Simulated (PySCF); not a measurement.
Mg(H)(GeH3) (GeH4Mg), SMILES [GeH3][MgH].

Geometry: B3LYP-D3(BJ)/def2-TZVP.

Two levels are set side by side: PBE/def2-TZVPD (PySCF) and B3LYP/def2-TZVPD (PySCF). Same geometry, gas phase. Differences are taken from unrounded values.

```tsv
quantity	B3LYP
orbital gap (eV)	5.46
highest occupied level (eV)	-6.69
lowest empty level (eV)	-1.23
dipole moment (D)	0.81
mean polarisability (bohr³)	73.1
```

Question: What does PBE give, and how far is it from B3LYP? (Estimate from the structure and the level; the computed values follow.)

Answer: 
| quantity | PBE | PBE minus B3LYP |
|---|---|---|
| orbital gap (eV) | 4.21 | -1.25 |
| highest occupied level (eV) | -5.86 | 0.83 |
| lowest empty level (eV) | -1.65 | -0.42 |
| dipole moment (D) | 0.71 | -0.09 |
| mean polarisability (bohr³) | 76.0 | 3.0 |

Without exact exchange PBE keeps part of each electron's self-repulsion, which lifts occupied levels and narrows the gap. Loosely held outer electrons make PBE densities more polarisable. Differences between two approximate levels are no errors against the true value.

Rough cost on one machine, each run with all the roots and properties that it gave: B3LYP against PBE within a factor of 2.
